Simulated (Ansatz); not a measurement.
Relaxation of AlClH₄O₂Si (9 atoms, charge 0, multiplicity 1), to a largest force component of 0.02 eV/Å in at most 40 steps.

The calculation used Ansatz, RKS BLYP-D4/6-31G.

```xyz
9
Properties=species:S:1:pos:R:3
Al 0.000 0.000 0.000
O 0.000 0.000 1.780
Si -1.315 -0.407 2.744
H -2.239 -1.240 1.980
H -0.851 -1.143 3.916
H -1.999 0.809 3.173
O 1.542 0.000 -0.890
H 1.841 -0.952 -1.045
Cl -1.931 0.000 -1.115
```

Where does it end, and by what steps?

The run converged. The force dipped under the threshold on the way, but the program's further checks kept it going. Limits of this set-up: no polarisation functions. After 17 steps the energy has fallen by 0.673 eV; H4 moved furthest, 0.91 Å.

| step | energy less start (eV) | largest force component (eV/Å) | accepted |
| --- | --- | --- | --- |
| 0 | 0.0000 | 2.518 | yes |
| 1 | -0.2784 | 1.408 | yes |
| 2 | -0.4207 | 0.867 | yes |
| 3 | -0.5257 | 0.777 | yes |
| 4 | -0.3894 | 3.467 | no |
| 5 | -0.5731 | 0.282 | yes |
| 6 | -0.6018 | 0.185 | yes |
| 7 | -0.6321 | 0.142 | yes |
| 8 | -0.6284 | 1.235 | no |
| 9 | -0.6452 | 0.137 | yes |
| 10 | -0.6522 | 0.494 | yes |
| 11 | -0.6679 | 0.149 | yes |
| 12 | -0.6714 | 0.268 | yes |
| 13 | -0.6730 | 0.030 | yes |
| 14 | -0.6732 | 0.005 | yes |
| 15 | -0.6732 | 0.025 | yes |
| 16 | -0.6731 | 0.025 | no |
| 17 | -0.6732 | 0.002 | yes |

```xyz
9
Properties=species:S:1:pos:R:3
Al -0.195 -0.134 -0.321
O -0.691 -0.320 1.297
Si -1.373 -0.467 2.865
H -2.581 -1.375 2.818
H -0.344 -1.058 3.803
H -1.783 0.897 3.373
O 1.409 -0.325 -0.903
H 2.283 -0.546 -0.542
Cl -1.676 0.395 -1.846
```

Whether the end is a true minimum wasn't checked by a vibrational analysis.

Run time: 24 s on 1 thread of AMD EPYC 9R45 96-Core Processor (Zen 5) (shared host), peak memory 0.18 GiB.
